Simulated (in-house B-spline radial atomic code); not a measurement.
## Er: [Xe] 4f12 6s2

Level of theory: Dirac-Kohn-Sham LC-wPBE, spherical fractional occupations, Fermi nucleus of rms radius 5.2516 fm; calculated with a B-spline radial code for spherical atoms.

Screening seen three ways: the hydrogenic charge with the same mean radius, Z_r = [3n² - l(l+1)]/(2<r>), the one with the same energy, Z_e = n√(-2ε), and Slater's rules. Values are occupation-weighted means over j. An effective charge above Z reflects the relativistic contraction of the inner shells.

```
shell  electrons   ε (eV)  <r> (bohr)    Z_r    Z_e  Slater
   1s          2   -57300     0.02037  73.64  64.90   67.70
   2s          2  -9625.6     0.08589  69.85  53.20   63.85
   2p          6  -8557.4     0.07632  65.51  50.16   63.85
   3s          2  -2161.3      0.2248  60.04  37.81   56.75
   3p          6  -1832.2      0.2237  55.87  34.81   56.75
   3d         10  -1399.6      0.2038  51.52  30.43   46.85
   4s          2  -431.14      0.5081  47.23  22.52   40.25
   4p          6  -322.06      0.5382  42.74  19.46   40.25
   4d         10  -170.82      0.5845  35.93  14.17   28.85
   5s          2   -57.78       1.261  29.74  10.30   12.05
   5p          6  -31.514       1.496  24.40   7.61   12.05
   4f         12  -6.7092      0.8278  21.75   2.81   18.15
   6s          2  -6.0141       4.075  13.25   3.99    2.85
```

The least bound orbital is 6s1/2 at -6.014 eV, and it is also the most diffuse (<r> = 4.075 bohr). The part-filled 4f shell lies below the filled 6s shell in orbital energy.

Spin-orbit splittings of the orbital energies (j = l + 1/2 above j = l - 1/2 when positive): 2p 916.7 eV, 3p 192.6 eV, 3d 42.08 eV, 4p 43.26 eV, 4d 7.859 eV, 5p 5.469 eV, 4f 1.1 eV.

For the 1s electron the small component carries 6.48 % of the norm, the zero-frequency Breit interaction raises the level by 184.1 eV, self-energy by 112.1 eV, and vacuum polarisation lowers it by 19.4 eV.

Caution: exact exchange at fractional occupations of open shells leaves self-interaction of up to several eV.
